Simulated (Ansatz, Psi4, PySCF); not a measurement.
AlF$_{3}$ (SMILES [F][Al]([F])[F]), singlet, geometry from GFN2-xTB (such geometries of metal compounds can be far from the true shape). Base run: R2SCAN/aug-cc-pVDZ (PySCF).

Geometry (Å):
```xyz
4

Al     0.0000     0.0000     0.0000
F     -0.0209     1.6309     0.0379
F      1.4232    -0.7971    -0.0272
F     -1.4022    -0.8338    -0.0107
```
All else is at PySCF's defaults.

The same geometry, method and basis name were run in Ansatz (an electronic-structure program) and Psi4 and PySCF, at each program's defaults and at the settings that a row names. The base is PySCF at its defaults. Differences at the defaults can come from grids, fitting, cores and function types together.

```tsv
code and settings	ΔE vs base (mEh)	basis functions	E (Eh)	SCF cycles
PySCF, defaults (exact integrals, its default grid, spherical functions)	0.000	96	-542.06853	8
Psi4, defaults (density fitting with its default set, its default grid, spherical functions)	0.048	96	-542.06849	8
Ansatz, defaults (factorised integrals, its default grid, spherical functions)	0.030	96	-542.06850	-
PySCF, density fitting with def2-universal-jkfit	?	96	?	8
PySCF, fine grid	0.036	96	-542.06850	8
Psi4, exact integrals, spherical functions, fine grid	0.038	96	-542.06850	9
Ansatz, high accuracy	0.031	96	-542.06850	-
```

### Question
Fill in the missing entries.

### Answer

- PySCF, density fitting with def2-universal-jkfit, ΔE vs base (mEh): -0.075
- PySCF, density fitting with def2-universal-jkfit, E (Eh): -542.06861
